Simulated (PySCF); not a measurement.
Calculation: ωB97X-D3(BJ)/def2-TZVP (PySCF). Isolated molecules, 0 K electronic values unless said otherwise. Delta-SCF ions had no search for a lower state. Excitations are Tamm–Dancoff values on a coarser integration grid. The basis has no diffuse functions, so Rydberg states are missing or too high.

Reference species (SMILES): `F/[SiH]=[SiH]/F` (neutral, multiplicity 1).

```json
{
 "brightest of the four lowest singlets (TDA)": "4.28 eV",
 "vertical ionisation energy (Delta-SCF)": "8.35 eV",
 "LUMO": "-0.64 eV"
}
```

Changed species: `F[Si](F)=[SiH2]`.

What does the change do to the brightest of the four lowest singlets (TDA), vertical ionisation energy (Delta-SCF) and LUMO?

the brightest of the four lowest singlets (TDA) rises by 0.36 eV, to 4.64 eV; the vertical ionisation energy (Delta-SCF) increases by 0.60 eV, to 8.95 eV; the LUMO rises by 0.22 eV, to -0.42 eV.
